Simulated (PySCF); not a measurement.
## Radial density of Cu(2+) (copper, charge +2)

TPSSh, [Ar] 3d9, 2D determinant. Computed with PySCF 2.14 in aug-cc-pVDZ-DK, with scalar relativity by spin-free X2C-1e.

```csv
r (bohr),4πr²ρ (e/bohr),4πr²(ρα − ρβ)
0.000925,0.2728,0.0000
0.00156,0.6810,0.0000
0.00262,1.664,0.0000
0.00440,3.920,0.0000
0.00740,8.699,0.0001
0.0125,17.35,0.0001
0.0209,28.78,0.0002
0.0352,35.36,0.0005
0.0593,30.21,0.0021
0.0997,30.30,0.0149
0.168,40.25,0.0986
0.282,23.60,0.4479
0.474,20.08,1.0291
0.798,18.38,0.9495
1.34,4.626,0.3333
2.26,0.4864,0.0373
3.80,0.01516,0.0002
```

Densities and radii are taken from the X2C orbitals without a picture-change correction, which distorts them close to the nucleus.
